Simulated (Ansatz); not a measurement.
Species: [Zn(CH3)(Br)] (charge 0, multiplicity 1), formula CH3BrZn.

Problem. How many basis functions does frozen-core CCSD(T)/def2-TZVPP // PBE-D3(BJ)/def2-SVP in Ansatz (a first-principles code) use, how many core orbitals are frozen, and how many electrons are correlated?

Solution. 185 basis functions and 15 frozen orbitals, which leaves 44 correlated electrons (filled d shells below the valence shell are correlated). Core time is of the order of minutes.
